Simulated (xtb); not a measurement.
C$_{3}$H$_{3}$ (SMILES [C-]#CC), charge -1, singlet, geometry from GFN2-xTB. Base run: GFN2-xTB (xtb).

Geometry (Å):
```xyz
6

C      0.0018    -0.0008     0.3481
C      0.0081    -0.0038     1.5765
C     -0.0059     0.0027    -1.1433
H      0.0396     1.0285    -1.5603
H      0.8556    -0.5499    -1.5682
H     -0.9193    -0.4674    -1.5589
```
Charge -1, spin multiplicity 1.
All else is at xtb's defaults.
Base energy -7.97063 Eh.

The base run was repeated with changes; each row names its change, and settings that it needs were set with it.

```tsv
change	ΔE vs base (kcal/mol)	HOMO-LUMO gap (eV)	SCF cycles
base	0.000	6.29	11
alpb = toluene	___	___	11
file = coord	0.000	6.29	11
etemp = 10000	-4.57	6.28	11
```

**Question.** Fill in the missing entries.

**Answer.** 
- alpb = toluene, ΔE vs base (kcal/mol): -49.32
- alpb = toluene, HOMO-LUMO gap (eV): 6.30

ALPB and GBSA are two models with their own fitted parameters for each solvent, which aren't always the measured dielectric constant.
